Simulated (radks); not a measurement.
Results of a calculation; reference values are marked as such.
Task: The table gives one normalised radial function P(r) = r R(r) of P+ in [Ne] 3s2 3p2 (r in bohr). Code: a radial shooting solver on a logarithmic mesh with Libxc functionals. Model: non-relativistic Kohn-Sham, r2SCAN, spin-polarised, spherical densities, point nucleus; open shells are filled with parallel spins first; meta-GGA in the generalised Kohn-Sham scheme.

r         P
0.007851   0.0649
0.01125    0.0883
0.01626    0.1179
0.02349    0.1516
0.03394    0.1839
0.04865    0.2026
0.07029    0.1892
0.1016     0.1182
0.1456    -0.0218
0.2103    -0.2146
0.3039    -0.3655
0.4391    -0.3327
0.6293    -0.0426
0.9093     0.4136
1.314      0.7676
1.883      0.7557
2.721      0.4463
3.931      0.1462
5.68       0.0223

Which n and l does it have? It may be an empty orbital.

Result: n = 3, l = 0: the number of nodes gives n - l - 1 = 2, the rise at small r (about r^(l+1)) gives l, and the extent must fit the shell. The curve is that of 3s down; the table hardly tells the two spins apart. 3s down: eigenvalue -21.886 eV, 2 radial nodes at r = 0.139, 0.653 bohr, <r> = 1.84 bohr, 90 % of the charge inside 2.78 bohr.
